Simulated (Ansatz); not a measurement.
Gas-phase electronic energies from Ansatz, PBE0-D4/def2-TZVP geometries. CCSD(T)/CBS adds triple-zeta CCSD(T) − MP2 to the extrapolated MP2 energy (def2 sets, frozen cores). Functionals use def2-TZVPP. For Ge outer-core shells are correlated without core-valence functions, which leaves a few kJ/mol of doubt a bond. Scalar relativity is left out up to krypton. Each species was taken in one conformer, which may not be the lowest.

Reaction (cleavage of the Si–Ge bond): `[SiH3][SiH2][GeH3]` + `[NH2][GeH3]` → `[SiH3][SiH2][NH][GeH3]` + GeH₄

CCSD(T)/CBS gives -27.4 kJ/mol.

Task: Another level gave -28.9 kJ/mol. Which?
A. BHLYP/def2-TZVPP
B. PBE0-D4/def2-TZVPP
C. r2SCANh/def2-TZVPP
D. CCSD(T)/def2-TZVPP

Result: D. CCSD(T)/def2-TZVPP -28.9, PBE0-D4 -17.7, BHLYP -33.2, r2SCANh -22.4 kJ/mol.

Largest T1 diagnostic among the species: 0.013.

From BLYP to BHLYP (50 % exact exchange), in def2-TZVPP and without D4, ΔE moves by −11.6 kJ/mol. The D4 term adds −3.3 kJ/mol with B3LYP and −1.8 kJ/mol with PBE0; it sums over pairs of atoms, weighted by their polarisabilities, and B3LYP, whose exchange is more repulsive, gets the larger term. Leaving LDA and LC-ωPBE aside and taking each functional with its dispersion term where it has one, the values, not all of them listed here, spread over 21.6 kJ/mol, from BHLYP-D4 to PBE-D4. LDA lies −7.5 kJ/mol from PBE without D4.

B3LYP here is the variant with VWN-RPA as its local correlation; programs differ in this.
